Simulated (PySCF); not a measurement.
One entry of a table of gas-phase calculations, keyed by method. Lists by class give the value and the number of equivalent atoms.

```json
{
 "formula": "C6H13PSi",
 "smiles": "C=CP1CC[SiH2]CC1",
 "charge": 0,
 "multiplicity": 1,
 "geometry_level": "GFN2-xTB",
 "atoms_angstrom": [
  ["C", 3.405, 0.154, -0.62],
  ["C", 2.319, -0.579, -0.434],
  ["P", 0.666, -0.038, -0.989],
  ["C", 0.339, 1.179, 0.387],
  ["C", -1.105, 1.669, 0.348],
  ["Si", -2.334, 0.254, 0.672],
  ["C", -1.804, -1.22, -0.408],
  ["C", -0.303, -1.473, -0.31],
  ["H", 3.356, 1.118, -1.101],
  ["H", 4.383, -0.168, -0.298],
  ["H", 2.384, -1.56, 0.024],
  ["H", 0.569, 0.711, 1.348],
  ["H", 1.035, 2.012, 0.245],
  ["H", -1.236, 2.465, 1.085],
  ["H", -1.299, 2.115, -0.629],
  ["H", -2.251, -0.136, 2.088],
  ["H", -3.697, 0.672, 0.332],
  ["H", -2.06, -1.027, -1.452],
  ["H", -2.344, -2.123, -0.116],
  ["H", -0.008, -1.654, 0.729],
  ["H", -0.024, -2.354, -0.9]
 ],
 "electronic_structure_code": "PySCF",
 "results": {
  "GFN2-xTB geometry": {
   "point_group": "C1",
   "rotational_constants_GHz": [2.902, 0.918, 0.762]
  },
  "PBE0/pcSseg-1 ground state and GIAO shieldings, non-relativistic": {
   "dipole_D": 0.94,
   "homo_eV": -6.48,
   "lumo_eV": -0.21,
   "shift_vs_computed_TMS_C_by_class_ppm": [
    [153.0, 1],
    [134.3, 1],
    [33.3, 2],
    [8.9, 2]
   ],
   "shift_vs_computed_TMS_H_by_class_ppm": [
    [6.63, 1],
    [6.12, 1],
    [5.77, 1],
    [4.04, 2],
    [1.89, 4],
    [1.16, 4]
   ],
   "shielding_other_nuclei_by_class_ppm": [
    ["Si", 396.5, 1],
    ["P", 373.6, 1]
   ],
   "charges_hirshfeld_e_by_atom": [-0.1, -0.09, 0.15, -0.11, -0.16, 0.34, -0.16, -0.11, 0.04, 0.05, 0.04, 0.03, 0.04, 0.04, 0.03, -0.08, -0.08, 0.04, 0.04, 0.03, 0.04]
  }
 }
}
```

The dipole matches unit charges of opposite sign 0.20 Å apart (1 e·Å = 4.8032 D). The rotational constants make it an asymmetric top with κ = (2B − A − C)/(A − C) = -0.85, nearer the prolate limit (−1). With B = h/(8π²I), that is 505.379 GHz u Å² over I, the principal moments of inertia are 174.1, 550.6 and 662.8 u Å² (most abundant isotopes); the inertial defect Ic − Ia − Ib is -61.9 u Å² (zero for a rigid planar frame, negative otherwise). A dipole of 0.94 D is allowed in C1, and pure rotational transitions are dipole-allowed.

 GFN2-xTB frequencies show an imaginary mode (34i cm⁻¹), so this geometry is no minimum at that level. NMR classes are plain means over equivalent atoms (diastereotopic ones count apart unless rotation or inversion swaps them), as if these changed places fast; in this geometry the members of some classes differ.

One conformer stands for the species.
